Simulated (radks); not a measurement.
The niobium anion Nb- inside a hard spherical wall (all orbitals vanish at R), configuration held at [Kr] 4d4 5s2 and not refilled when levels cross. All-electron calculation, scalar-relativistic Kohn-Sham, LDA (Slater exchange, Perdew-Wang correlation), spin-unpolarised, spherical densities, point nucleus. Program: a radial shooting solver on a logarithmic mesh with Libxc functionals. Eigenvalues in eV, with the zero of energy where the potential of the charges vanishes at infinity; a dash marks a level that is unbound or too diffuse for the functional's potential to be trusted. A positive occupied level is held by the wall or, in an anion where self-interaction has pushed it up, behind a barrier. The pressure on the wall is -dE/dV.

R (bohr),E (hartree),kinetic (hartree),e(4s),e(4p),e(5s),e(4d),"e(5p, empty)","e(6s, empty)",pressure (GPa)
12,-3815.60954,3927.513,-53.331,-29.440,0.559,1.950,2.827,4.231,0.0257
10,-3815.60313,3927.545,-52.943,-29.054,0.854,2.300,3.385,6.006,0.136
8,-3815.57720,3927.660,-51.954,-28.075,1.651,3.175,4.662,9.953,0.918
7,-3815.53860,3927.816,-50.918,-27.057,2.546,4.080,5.982,13.893,2.71
6,-3815.44774,3928.154,-49.116,-25.299,4.258,5.654,8.388,20.827,8.98
2.5,-3807.47897,3953.650,-12.852,10.670,83.884,47.025,102.57,233.66,5120
2,-3795.16684,3989.956,16.711,43.019,176.13,86.607,201.17,429.94,24200
